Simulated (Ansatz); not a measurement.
Ideal-gas functions of C2H4O2Si (`O=C1C[SiH]1O`) at 800 K and 1 bar, from an Ansatz frequency run at PBE0-D4/def2-TZVP.

Molar mass 88.14 g/mol, point group C1 (symmetry number 1), electronic degeneracy 1, moments of inertia 60.594, 176.812, 208.133 u Å². Harmonic wavenumbers (cm⁻¹, unscaled): 109, 213, 278, 349, 422, 427, 574, 635, 714, 742, 869, 902, 955, 962, 1040, 1358, 1841, 2266, 3054, 3165, 3916.

Use S(trans) = R[1.5 ln M + 2.5 ln T − 1.1517]; rotational temperatures θ = 24.2544 K / I; S(rot) = R[ln(√π/σ · √(T³/θAθBθC)) + 1.5]; for each mode x = 1.438777 ν̃/T, S = R[x/(eˣ − 1) − ln(1 − e⁻ˣ)] and H = RT x/(eˣ − 1); 1 cm⁻¹ = 0.0119627 kJ/mol; R = 8.31446 J/(mol·K).

Task: By hand: the entropy, in J/(mol·K).

Result: Translation 185.2. Rotation: θ = 0.4003, 0.1372, 0.1165 K, giving 121.6. Vibration, mode by mode: 21.88, 16.34, 14.16, 12.32, 10.80, 10.71, 8.41, 7.65, 6.78, 6.51, 5.40, 5.15, 4.77, 4.72, 4.22, 2.69, 1.35, 0.73, 0.22, 0.19, 0.06, in all 145.1. Electronic 0.0. Sum 451.9 J/(mol·K).

Task: By hand: H − E and G − E in kJ/mol, counted from the electronic energy.

Result: Zero-point energy ½ × 24791 × 0.0119627 = 148.3; thermal vibration 59.9; translation, rotation and pV give 4 RT = 26.6. H − E = 234.8 kJ/mol, and G − E = 234.8 − 800 × 451.9/1000 = -126.7 kJ/mol.

Vibration gives 32 % of the entropy, 21.9 J/(mol·K) of it from the mode under 150 cm⁻¹: soft modes count most, and the harmonic formula is weakest for them. The sum counts one conformer and one mirror image; others add a mixing term.
